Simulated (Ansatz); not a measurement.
`[OH][Y]([OH])[Cl]`. Total charge 0; spin multiplicity 1. Y: def2 effective core potential.

Cartesian coordinates in Å:
```
O 1.530 -0.377 -0.917
Y 0.110 0.150 0.396
O -1.819 -0.018 -0.121
Cl 0.738 1.008 2.651
H 2.157 -0.642 -1.583
H -2.716 -0.121 -0.425
```

(1) What are the harmonic wavenumbers in cm⁻¹ at PBE0-D4/def2-TZVP (Ansatz, finite differences of forces, unscaled)? (An estimate is asked.)

(2) Is this a minimum?

(3) Give the ideal-gas thermochemistry at 298.15 K and 1 bar (rigid rotor, harmonic oscillator; point group C2v, symmetry number 2).

(4) And at 400, 500, 600, 800 and 1000 K?

(5) Rotational constants (cm⁻¹)?

Answers

(1) Ansatz gave: 50, 102, 138, 246, 317, 341, 434, 443, 638, 639, 3995, 3996.

(2) Yes, all 12 modes are real.

(3) Zero-point energy 67.8 kJ/mol; H(298) − E = 89.1 kJ/mol; entropy 355.8 J/(mol·K), of which translation 172.0, rotation 109.4, vibration 74.5; G(298) − E = -17.0 kJ/mol. Modes under 100 cm⁻¹ are hindered rotations or soft bends, so the harmonic entropy is rough.

(4) 
```tsv
T (K)	H − E (kJ/mol)	S (J/mol/K)	G − E (kJ/mol)
400	99.5	385.8	-54.8
500	110.2	409.6	-94.6
600	121.2	429.7	-136.6
800	143.7	462.0	-225.9
1000	166.7	487.6	-321.0
```

(5) 0.1553, 0.07019, 0.04834.
